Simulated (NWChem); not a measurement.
MgCl, doublet; SMILES [Mg][Cl]

```xyz
2

Mg     0.0000     0.0000    -1.2917
Cl     0.0000     0.0000     0.9188
```
Atoms are numbered in this order, from 1.

All runs: NWChem. Geometry optimised at PBE0-D3(BJ)/def2-TZVP; all other runs use it. Pople sets run with spherical d functions. Spin-unrestricted. The spin multiplicity was typed, not searched, and may not be the lowest. Vzz has the sign of the potential's second derivative. Excited states of an open shell can be spin-contaminated.

| quantity | level | value |
|---|---|---|
| Vzz Cl2 (a.u.) | PBE0/def2-TZVP | … |
| vertical, lowest excitation (eV) | PBE0/aug-cc-pVDZ, TDA | 3.34 |
| A(iso) 35Cl atom 2 (MHz) | BHandHLYP/6-31G* | … |
| lowest empty minus highest occupied level, either spin (eV) | B3LYP/def2-SVP | 2.36 |
| dipole (D) | PBE0-D3(BJ)/def2-TZVP | 3.38 |
| highest harmonic frequency (cm⁻¹) | PBE0-D3(BJ)/def2-TZVP | … |

Problem. Some entries are withheld; supply them.

Solution. 
- Vzz Cl2 (a.u.), value: 0.745
- A(iso) 35Cl atom 2 (MHz), value: 34.7
- highest harmonic frequency (cm⁻¹), value: 457
